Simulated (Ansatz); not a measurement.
BaF, charge +1, singlet, at a GFN2-xTB geometry (such geometries of metal compounds can be far from the true shape) (core potentials on Ba), with bond 1-2 at 2.4 times its length; Ansatz (an electronic-structure program) with SC-NEVPT2/def2-SVP, CASSCF(4,6).

The Ansatz input:
Ansatz 0.2 input:
```yaml
crystal:
  periodic: [false, false, false]
  atoms:
    - {symbol: Ba, position_ang: [0.00000000, 0.00000000, -3.61595381]}
    - {symbol: F, position_ang: [0.00000000, 0.00000000, 2.02493414]}
basis:
  gaussian:
    orbitals: def2-SVP
total_charge: 1
magnetization: {spin_polarized: false}
correlation: {method: sc_nevpt2, electrons: all, active_space: {window: {electrons: 4, orbitals: 6}}}
```

The log (banner, timings and long lists left out):

```
Functional definition: HF
331 factors; integrals over basis functions are off by at most 6.0e-4 eV
mean field evaluation 1: about -3365.1092 eV, gradient 8.3e1 eV
mean field evaluation 2: about -3365.1054 eV, gradient 8.3e1 eV
mean field evaluation 4: about -3364.0098 eV, gradient 8.6e1 eV
mean field evaluation 8: about -3375.7324 eV, gradient 3.7e0 eV
mean field evaluation 16: about -3375.7994 eV, gradient 4.7e-3 eV
mean field evaluation 32: about -3375.7030 eV, gradient 1.6e0 eV
mean field -3375.79937438 eV, -124.0583388094 hartree, gradient 1.5e-6 eV, S^2 0.000000; 2 other end points of the search recorded, 0 dependent functions left out; unrestricted orbitals would lower it
reference -3375.79937438 eV, -124.0583388094 hartree; 9, 9 occupied and 35, 35 virtual orbitals, 331 factors
state -3380.22752504 eV, -124.2210703449 hartree
state -3380.22752504 eV, -124.2210703449 hartree; corrected -3385.68779086 eV, -124.4217314125 hartree
Total energy: -3385.68779086 eV, -124.4217314125 hartree
```
